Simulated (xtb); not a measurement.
Input file for xtb: GFN2-xTB on TeRu, 2S+1 = 5, a spin state set in the input, which need not be the lowest, a point of a bond scan (R = 2.349 Å).

```
$ xtb mol.xyz --gfn 2 --sp --chrg 0 --uhf 4
2

Ru     0.00000000     0.00000000     0.00000000
Te     0.00000000     0.00000000     2.34949100
```

Output:

```
[...]
           -------------------------------------------------
          |                Calculation Setup                |
           -------------------------------------------------



           -------------------------------------------------
          |                 G F N 2 - x T B                 |
           -------------------------------------------------

        Reference                      10.1021/acs.jctc.8b01176
      * Hamiltonian:
        H0-scaling (s, p, d)           1.850000    2.230000    2.230000
        zeta-weighting                 0.500000
      * Dispersion:
        s8                             2.700000
        a1                             0.520000
        a2                             5.000000
        s9                             5.000000
      * Repulsion:
        kExp                           1.500000    1.000000
        rExp                           1.000000
      * Coulomb:
        alpha                          2.000000
        third order                    shell-resolved
        anisotropic                    true
        a3                             3.000000
        a5                             4.000000
        cn-shift                       1.200000
        cn-exp                         4.000000
        max-rad                        5.000000


          ...................................................
          :                      SETUP                      :
          :.................................................:
          :  # basis functions                  20          :
          :  # atomic orbitals                  18          :
          :  # shells                            6          :
          :  # electrons                        14          :
          :  max. iterations                   250          :
          :  Hamiltonian                  GFN2-xTB          :
          :  restarted?                      false          :
          :  GBSA solvation                  false          :
          :  PC potential                    false          :
          :  electronic temp.          300.0000000     K    :
          :  accuracy                    1.0000000          :
          :  -> integral cutoff          0.2500000E+02      :
          :  -> integral neglect         0.1000000E-07      :
          :  -> SCF convergence          0.1000000E-05 Eh   :
          :  -> wf. convergence          0.1000000E-03 e    :
          :  Broyden damping             0.4000000          :
          :  net charge                          0          :
          :  unpaired electrons                  4          :
          ...................................................

 iter      E             dE          RMSdq      gap      omega  full diag
   1     -0.0792140 -0.792140E-01  0.418E+01    2.95       0.0  T
   2     25.4847224  0.255639E+02  0.875E+01   15.51       1.0  T
   3     -5.3129553 -0.307977E+02  0.238E+01    4.60       1.0  T
   4     -5.1640786  0.148877E+00  0.195E+01    4.51       1.0  T
   5     -6.1156575 -0.951579E+00  0.271E+01    5.27       1.0  T
   6     -6.1138150  0.184250E-02  0.182E+01    5.44       1.0  T
   7     -5.1294097  0.984405E+00  0.207E+01    4.70       1.0  T
   8     -6.1489305 -0.101952E+01  0.175E+00    5.61       1.0  T
   9     -6.1463919  0.253863E-02  0.264E+00    5.61       1.0  T
  10     -5.8662250  0.280167E+00  0.196E+01    5.53       1.0  T
  11     -5.8437756  0.224495E-01  0.198E+01    5.52       1.0  T
  12     -5.8586996 -0.149240E-01  0.197E+01    5.52       1.0  T
  13     -5.8120934  0.466062E-01  0.181E+01    5.52       1.0  T
  14     -6.0270941 -0.215001E+00  0.104E+01    5.61       1.0  T
  15     -6.1271489 -0.100055E+00  0.117E+01    5.67       1.0  T
  16     -6.0588139  0.683350E-01  0.100E+01    5.69       1.0  T
  17     -6.0941702 -0.353563E-01  0.921E+00    5.66       1.0  T
  18     -6.1263578 -0.321876E-01  0.671E+00    5.65       1.0  T
  19     -6.1489463 -0.225886E-01  0.193E+00    5.64       1.0  T
  20     -6.1462464  0.269992E-02  0.235E+00    5.64       1.0  T
  21     -6.1452235  0.102287E-02  0.405E+00    5.65       1.0  T
  22     -6.1468914 -0.166786E-02  0.220E+00    5.65       1.0  T
  23     -6.1476350 -0.743652E-03  0.206E+00    5.64       1.0  T
  24     -6.1489665 -0.133149E-02  0.127E+00    5.65       1.0  T
  25     -6.1489310  0.355143E-04  0.929E-01    5.65       1.0  T
  26     -6.1490069 -0.759580E-04  0.621E-01    5.65       1.0  T
  27     -6.1491367 -0.129730E-03  0.562E-01    5.65       1.0  T
  28     -6.1491828 -0.461260E-04  0.114E-01    5.65       1.0  T
  29     -6.1491821  0.688268E-06  0.744E-02    5.65       1.0  T
  30     -6.1491761  0.602664E-05  0.199E-01    5.65       1.0  T
  31     -6.1491835 -0.739174E-05  0.306E-02    5.65       2.3  T
  32     -6.1491834  0.308548E-07  0.312E-02    5.65       2.3  T
  33     -6.1491833  0.104905E-06  0.261E-02    5.65       2.7  T
  34     -6.1491835 -0.111221E-06  0.143E-02    5.65       5.0  T
  35     -6.1491835 -0.402355E-07  0.122E-02    5.65       5.8  T
  36     -6.1491835 -0.329449E-07  0.539E-03    5.65      13.1  T
  37     -6.1491835 -0.602692E-08  0.247E-03    5.65      28.6  T
  38     -6.1491835  0.486868E-09  0.248E-03    5.65      28.5  T
  39     -6.1491835 -0.174176E-08  0.140E-04    5.65     503.4  T
  40     -6.1491835 -0.103180E-10  0.602E-05    5.65    1174.7  T

   *** convergence criteria satisfied after 40 iterations ***

         #    Occupation            Energy/Eh            Energy/eV
      -------------------------------------------------------------
         1        2.0000           -0.8391488             -22.8344
       ...           ...                  ...                  ...
         3        1.9993           -0.4047414             -11.0136
         4        1.7054           -0.3987322             -10.8501
         5        1.6481           -0.3984829             -10.8433
         6        1.6481           -0.3984829             -10.8433
         7        1.0000           -0.3741892             -10.1822
         8        1.0000           -0.3706872             -10.0869
         9        1.0000           -0.3706872             -10.0869 (HOMO)
        10                         -0.1630095              -4.4357 (LUMO)
        11                         -0.1149868              -3.1289
        12                         -0.1149868              -3.1289
        13                          0.0083957               0.2285
        14                          0.0083957               0.2285
       ...                                ...                  ...
        18                          1.5609754              42.4763
      -------------------------------------------------------------
                  HL-Gap            0.2076776 Eh            5.6512 eV
             Fermi-level           -0.3323756 Eh           -9.0444 eV

 SCC (total)                   0 d,  0 h,  0 min,  0.008 sec
 SCC setup                      ...        0 min,  0.000 sec (  2.720%)
 Dispersion                     ...        0 min,  0.000 sec (  0.727%)
 classical contributions        ...        0 min,  0.000 sec (  0.402%)
 integral evaluation            ...        0 min,  0.001 sec (  8.173%)
 iterations                     ...        0 min,  0.006 sec ( 76.973%)
 molecular gradient             ...        0 min,  0.001 sec (  8.936%)
 printout                       ...        0 min,  0.000 sec (  1.668%)

         :::::::::::::::::::::::::::::::::::::::::::::::::::::
         ::                     SUMMARY                     ::
         :::::::::::::::::::::::::::::::::::::::::::::::::::::
         :: total energy              -6.126307952113 Eh    ::
         :: gradient norm              0.028880372734 Eh/a0 ::
         :: HOMO-LUMO gap              5.651196352203 eV    ::
         ::.................................................::
         :: SCC energy                -6.149183534142 Eh    ::
         :: -> isotropic ES           -0.003311734723 Eh    ::
         :: -> anisotropic ES         -0.002174944936 Eh    ::
         :: -> anisotropic XC         -0.001347570003 Eh    ::
         :: -> dispersion             -0.001244019629 Eh    ::
         :: repulsion energy           0.022875582030 Eh    ::
         :: add. restraining           0.000000000000 Eh    ::
         :: total charge               0.000000000000 e     ::
         :::::::::::::::::::::::::::::::::::::::::::::::::::::

           -------------------------------------------------
          |                Property Printout                |
           -------------------------------------------------

    * Orbital Energies and Occupations

         #    Occupation            Energy/Eh            Energy/eV
      -------------------------------------------------------------
         1        2.0000           -0.8391488             -22.8344
         2        1.9993           -0.4047414             -11.0136
         3        1.9993           -0.4047414             -11.0136
         4        1.7054           -0.3987322             -10.8501
         5        1.6481           -0.3984829             -10.8433
         6        1.6481           -0.3984829             -10.8433
         7        1.0000           -0.3741892             -10.1822
         8        1.0000           -0.3706872             -10.0869
         9        1.0000           -0.3706872             -10.0869 (HOMO)
        10                         -0.1630095              -4.4357 (LUMO)
        11                         -0.1149868              -3.1289
        12                         -0.1149868              -3.1289
        13                          0.0083957               0.2285
        14                          0.0083957               0.2285
        15                          0.0512354               1.3942
        16                          0.2112095               5.7473
        17                          0.2112095               5.7473
        18                          1.5609754              42.4763
      -------------------------------------------------------------
                  HL-Gap            0.2076776 Eh            5.6512 eV
             Fermi-level           -0.3323756 Eh           -9.0444 eV

     #   Z          covCN         q      C6AA      α(0)
     1  44 Ru       0.963    -0.054   380.645    44.371
     2  52 Te       0.963     0.054   424.084    38.379

 Mol. C6AA /au·bohr⁶  :       1600.033188
 Mol. C8AA /au·bohr⁸  :     162398.679232
 Mol. α(0) /au        :         82.749802


Wiberg/Mayer (AO) data.
largest (>0.10) Wiberg bond orders for each atom

 ---------------------------------------------------------------------------
     #   Z sym  total        # sym  WBO       # sym  WBO       # sym  WBO
 ---------------------------------------------------------------------------
     1  44 Ru   2.143 --     2 Te   2.143
     2  52 Te   2.143 --     1 Ru   2.143
 ---------------------------------------------------------------------------

Topologies differ in total number of bonds
Writing topology from bond orders to xtbtopo.mol

molecular dipole:
                 x           y           z       tot (Debye)
 q only:        0.000       0.000       0.242
   full:       -0.000       0.000      -1.757       4.467
molecular quadrupole (traceless):
                xx          xy          yy          xz          yz          zz
 q only:       -0.537       0.000      -0.537       0.000       0.000       1.074
  q+dip:        1.658       0.000       1.658      -0.000       0.000      -3.317
   full:        2.131       0.000       2.131      -0.000       0.000      -4.263


           -------------------------------------------------
          | TOTAL ENERGY               -6.126307952113 Eh   |
          | GRADIENT NORM               0.028880372734 Eh/α |
          | HOMO-LUMO GAP               5.651196352203 eV   |
           -------------------------------------------------
Note: The following floating-point exceptions are signalling: IEEE_UNDERFLOW_FLAG IEEE_DENORMAL
normal termination of xtb

------------------------------------------------------------------------
------------------------------------------------------------------------
 total:
 SCF:
```

The run finished.

Cost: roughly 0.08 core-seconds.
